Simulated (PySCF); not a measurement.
Species: CH9ClSi4.
Cartesian coordinates in Å at the GFN2-xTB level; atoms count from 1:
```
atom  x, y, z in Å
C1    -1.6645   -1.6839   -0.6185
Si2   -0.6665   -0.6768    0.6551
Si3   -0.7302    1.6710    0.3316
Si4    1.6001    1.7056   -0.0384
Si5    1.6758   -0.6385    0.2560
Cl6    2.1955   -1.6404   -1.4690
H7    -1.3477   -1.4379   -1.6282
H8    -2.7307   -1.4852   -0.5514
H9    -1.5204   -2.7525   -0.4842
H10   -1.0915   -1.1892    1.9727
H11   -1.2091    2.4693    1.4686
H12   -1.5732    2.1586   -0.7699
H13    2.3811    2.4687    0.9453
H14    2.0628    2.2531   -1.3194
H15    2.6140   -1.2138    1.2278
```

Computed, not measured: TDDFT PBE0/def2-SVPD, vertical, gas phase, core orbitals frozen in the response (PySCF 2.14.0, density-fitted response routines).

Computed states:

```json
{"state": "S1", "E (eV)": "4.04", "f": "0.0003"}
{"state": "S2", "E (eV)": "4.73", "f": "0.0008"}
{"state": "S3", "E (eV)": "4.78", "f": "0.0021"}
{"state": "S4", "E (eV)": "5.90", "f": "0.070"}
{"state": "S5", "E (eV)": "5.98", "f": "0.136"}
{"state": "S6", "E (eV)": "6.07", "f": "0.025"}
```

Broadening: Gaussians 0.5 eV wide at half height, area fixed by f = 4.319×10⁻⁹ ∫ε dν̃. The width is an assumption, not a result. The curve ends short of the highest state used, and states not computed would add to its high-energy end.

Problem. Give the broadened spectrum and its maxima.

Solution. 
| λ (nm) | ε (L mol⁻¹ cm⁻¹) |
| --- | --- |
| 226.6 | 935 |
| 233.2 | 150 |
| 239.7 | 42 |
| 246.2 | 72 |
| 252.7 | 126 |
| 259.3 | 154 |
| 265.8 | 137 |
| 272.3 | 94 |
| 278.9 | 52 |
| 285.4 | 28 |
| 291.9 | 20 |
| 298.4 | 19 |
| 305.0 | 19 |
| 311.5 | 18 |
| 318.0 | 15 |
| 324.6 | 11 |
| 331.1 | 7 |
| 337.6 | 4 |
| 344.1 | 2 |
| 350.7 | 1 |
| 357.2 | 1 |
| 363.7 | 0 |
| 370.3 | 0 |
| 376.8 | 0 |

Maxima: 305 nm (4.07 eV), ε about 19, made up of S1 (96%) (hardly more than a shoulder); 260 nm (4.77 eV), ε about 150, made up of S2 (27%) and S3 (72%) (ε in L mol⁻¹ cm⁻¹; maxima over ε = 5, shares over 10%). At its high-energy end, 5.47 eV, the curve is still rising (ε about 920, from S4 and S5).

Problem. What would ε be at 4.77 eV, the highest of these maxima, with half the width (0.25 eV)?

Solution. About 303 L mol⁻¹ cm⁻¹ against 154, a factor of about 1.96; a lone state at its own centre would give exactly 2.

Problem. On this curve, what absorbance would a 10⁻⁵ mol/L sample give at 280 nm over a 1 cm path?

Solution. 280 nm is 4.428 eV, where ε is about 47 L mol⁻¹ cm⁻¹, so A = ε c l ≈ 0.00047 (Beer–Lambert, with the gas-phase spectrum and the assumed width).

Problem. Coming from long wavelengths, where does ε first pass 100 L mol⁻¹ cm⁻¹?

Solution. At about 271 nm (4.57 eV), 0.53 eV above S1.
